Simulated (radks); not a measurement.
The indium ion In17+, configuration [Ar] 3d10 4s2 4p2 (the NIST ground configuration). Calculated with a radial shooting solver on a logarithmic mesh with Libxc functionals: non-relativistic Kohn-Sham, TPSS, spin-polarised, spherical densities, point nucleus; open shells are filled with parallel spins first (spin-orbit coupling, left out, can overturn this in heavy ions); meta-GGA in the generalised Kohn-Sham scheme; relativity is left out, which matters for an element this heavy.

Unscreened Slater integrals over Kohn-Sham orbitals (cm^-1). They are taken over the spin-up orbitals.

\begin{tabular}{lr}
integral & value \\ \hline
F0(4p,4p) & 248860 \\
F2(4p,4p) & 131920 \\
F0(4p,4s) & 251360 \\
G1(4p,4s) & 172290 \\
F0(4p,3d) & 316940 \\
F2(4p,3d) & 85532 \\
G1(4p,3d) & 28252 \\
G3(4p,3d) & 27995 \\
F0(4p,3p) & 312550 \\
F2(4p,3p) & 91189 \\
G0(4p,3p) & 24188 \\
G2(4p,3p) & 29371 \\
F0(4s,4s) & 254030 \\
F0(4s,3d) & 320960 \\
G2(4s,3d) & 28362 \\
F0(4s,3p) & 316610 \\
G1(4s,3p) & 29860 \\
F0(3d,3d) & 625270 \\
F2(3d,3d) & 314280 \\
F4(3d,3d) & 201130 \\
F0(3d,3p) & 588690 \\
F2(3d,3p) & 284450 \\
G1(3d,3p) & 320270 \\
G3(3d,3p) & 207860 \\
F0(3p,3p) & 566400 \\
F2(3p,3p) & 286460 \\
\end{tabular}

Derived for the open shells (J is the average intra-shell exchange parameter used in DFT+U). 4p: J = F2/5 = 26380 cm^-1.
